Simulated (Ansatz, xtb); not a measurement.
**F2GeH5N2+: where a starting geometry ends**

The starting geometry of this gas-phase singlet has its atoms placed at random.

```xyz
10

F     0.6639    1.6669    1.3897
F     2.0376   -0.6030   -1.5039
Ge    0.1839    0.0328   -0.5527
N     1.2244   -1.8827    0.9006
N    -1.3827    0.6155   -0.1471
H    -0.3160    1.0598    0.9285
H     0.4827    0.5378   -2.1282
H     0.6739    1.4295    0.5045
H     0.0258   -0.3631   -1.8442
H    -0.3354   -1.5925   -0.6381
```

**Question.** Guess where an optimisation with r2SCAN-D4/def2-SVP ends from this start.

**Answer.** It loosens into F2GeH3N2 + H2, which stay close as a complex (formulas without charges). Distances that change by over a tenth: F1–Ge3 (2.58 → 2.08 Å), N4–N5 (3.76 → 1.67 Å). Contacts that open: Ge3–H6 (1.87 → 2.46 Å), Ge3–H7 (1.68 → 2.22 Å), Ge3–H8 (1.82 → 2.69 Å), Ge3–H9 (1.36 → 2.20 Å), Ge3–H10 (1.71 → 2.47 Å). Contacts that close: F2–Ge3 (2.18 → 1.70 Å), Ge3–N4 (2.62 → 1.79 Å), N4–H10 (2.21 → 1.03 Å), N5–H6 (1.58 → 1.03 Å), H7–H9 (1.05 → 0.77 Å).

The energy falls by 17.07 eV over 23 steps:

```csv
step,E − E(last) (eV)
1,17.071
3,9.279
6,4.610
8,2.721
11,1.222
13,0.538
16,0.105
18,0.030
21,0.002
23,0.000
```

Final geometry (Å):

```xyz
10

F     1.2555    1.3246    1.2305
F     1.8981    1.0567   -1.2420
Ge    0.6296    0.2510   -0.4421
N    -0.0003   -1.1166    0.5242
N    -1.1158   -0.0749   -0.1469
H    -1.5642    0.3711    0.6670
H     0.5514   -0.3867   -2.5650
H     1.9726    1.9383    1.1740
H    -0.1919   -0.4396   -2.3592
H    -0.1768   -2.0230    0.0686
```

From the same start GFN2-xTB ends elsewhere, in pieces: FGeH2N2 + FH + H2.

From so rough a start the end depends on the optimiser's path, so another program may land elsewhere. The end wasn't checked by frequencies. Run with Ansatz 0.2.0, 75 s on 2 threads of Arm Neoverse V2 (shared host).
